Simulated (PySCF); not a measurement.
**Be⁺ (beryllium, charge +1) across methods**

[He] 3d1, 2D determinant (an excited configuration). Computed with PySCF 2.14 in aug-cc-pCVDZ, with the non-relativistic Hamiltonian (point nucleus). The B2PLYP total includes its PT2 part (frozen core); its orbital energies are those of the SCF part.

```tsv
method	E (hartree)	mean ε 1s β (eV)	mean ε 1s α (eV)	mean ε 3d α (eV)	Σ⟨r²⟩ (bohr²)	⟨S²⟩
r2SCANh	-13.8849	-129.62	-129.61	-4.619	21.77	0.750
CAM-B3LYP	-13.8590	-132.10	-132.09	-5.502	21.39	0.750
PBE	-13.8603	-125.19	-125.20	-4.645	21.59	0.750
MN15	-13.8761	-130.04	-130.04	-4.097	20.05	0.750
UHF	-13.82159	-147.32	-147.32	-5.735	21.66	0.750
B2PLYP	-13.8679	-137.36	-137.36	-5.198	21.52	0.750
r2SCAN	-13.8873	-127.59	-127.58	-4.495	21.80	0.750
PBE0	-13.8632	-130.94	-130.94	-4.968	21.62	0.750
LDA	-13.6726	-123.78	-123.78	-4.325	21.77	0.750
```

The outer electron is Rydberg-like, and this basis confines it to a smaller radius and binds it less than a complete one would.
